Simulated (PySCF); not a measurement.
## `InChI=1S/CH5NOSi2/c1-2-4-5-3/h3H,4-5H2`

Geometry:
```csv
atom,x (Å),y (Å),z (Å)
C1,2.580,-2.435,-0.767
N2,2.083,-1.511,-0.230
Si3,1.255,-0.137,0.499
Si4,-0.709,0.153,-0.741
O5,-1.473,1.454,-0.029
H6,1.002,-0.482,1.926
H7,2.179,1.028,0.417
H8,-0.363,0.406,-2.175
H9,-1.529,-1.098,-0.677
H10,-2.308,1.743,-0.407
```

Method used: quadratic response LC-wPBE/aug-cc-pVDZ first hyperpolarisability, Taylor convention, gas phase (PySCF 2.14.0). Geometry: PBE0-D3(BJ)/def2-SVP.

Give the tensor of the second harmonic β(−2ω;ω,ω) at 1064 nm in the axes of these coordinates.

In au, Taylor convention; rows are the first index (the induced dipole):
```csv
,xx,yy,zz,xy,xz,yz
x,-32.3,-34.6,-14.4,+32.0,+18.7,-13.9
y,+32.5,+77.5,+15.8,-33.6,-13.6,+20.3
z,+18.8,+20.2,+24.0,-13.5,-13.6,+14.9
```
Norm of βᵢ = ⅓ Σⱼ (βᵢⱼⱼ + βⱼᵢⱼ + βⱼⱼᵢ): 161.2 au, hyper-Rayleigh value 61.5 au.
